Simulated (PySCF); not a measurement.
Compound: C8H8 (charge +1 and doublet state).
Structure used (GFN2-xTB), in Å, numbered top down from 1:
```xyz
16
C8H8 angstrom
C      4.6971   -0.2270    1.3714
C      3.5779   -0.2457    0.8960
C      2.3417   -0.2659    0.3750
C      1.2238   -0.2780   -0.1207
C     -0.0790   -0.2898   -0.6840
C     -1.1532    0.3431    0.1445
C     -2.6116    0.0474   -0.1726
C     -2.0807    1.3813   -0.5034
H      5.6673   -0.2079    1.7824
H     -0.3356   -1.3471   -0.8826
H     -0.0396    0.1518   -1.6930
H     -0.8963    0.5131    1.1821
H     -2.8240   -0.6398   -0.9780
H     -3.2586   -0.0624    0.6862
H     -1.9132    1.6370   -1.5390
H     -2.3235    2.2267    0.1242
```

The hyperfine couplings belong to this conformer and change with its torsions.

Identity: `[CH+]=[C]C#CCC1CC1` [radical] (charge +1).

Method: UKS B3LYP, pcH-1 on C H, non-relativistic, mean-field spin-orbit, GIAO in PySCF 2.14.0. Geometry: GFN2-xTB, one conformer, isolated ion. Couplings are sensitive to structure, and on GFN2-xTB geometries they can be far from those on DFT ones, by a factor of two or more for some ions and for spin on atoms past the first row. No stability test was run, so a lower SCF solution isn't excluded.

Q: The isotropic 1H couplings, averaged over equivalent nuclei, are +165.7, -28.4, +23.7, -8.8, -0.4 MHz. Assign them to H9; H10/H11; H12; H13/H15; H14/H16.

A: 
```
   site  a_iso (MHz)  ρ(0) (bohr⁻³)                                         position  distance from C1 (Å)  bound to  spin population there  largest |T| (MHz)
     H9        -28.4        -0.0064                                   1 bond from C1                  1.05        C1                  +0.34               16.0
H10/H11       +165.7        +0.0371                                  5 bonds from C1                  5.64        C5                  -0.02                8.3
    H12         -8.8        -0.0020  6 bonds from C1, on C6 of spin population +0.13                  5.65        C6                  +0.13                5.9
H13/H15         -0.4        -0.0001                                  7 bonds from C1                  7.67     C7/C8                  +0.04                3.7
H14/H16        +23.7        +0.0053                                  7 bonds from C1                  7.76     C7/C8                  +0.04                4.3
```

ρ(0) is the spin density at the nucleus and T the dipolar tensor; entries for several nuclei are means. The largest Mulliken spin populations are on C1 (+0.34), C4 (+0.20), C3 (+0.16) and C6 (+0.13). Three atoms exceed +0.15.

Means are taken over nuclei equivalent by connectivity, which assumes that they swap fast. The 1H value of +165.7 MHz is a mean of couplings from 133.5 to 197.9 MHz in this one geometry, not an average over conformers. The 1H value of -0.4 MHz is a mean of couplings from -2.9 to 2.1 MHz in this one geometry, not an average over conformers.

The SMILES `[CH+]=[C]C#CCC1CC1` draws the unpaired electron on C2, whose computed spin population is only -0.02.
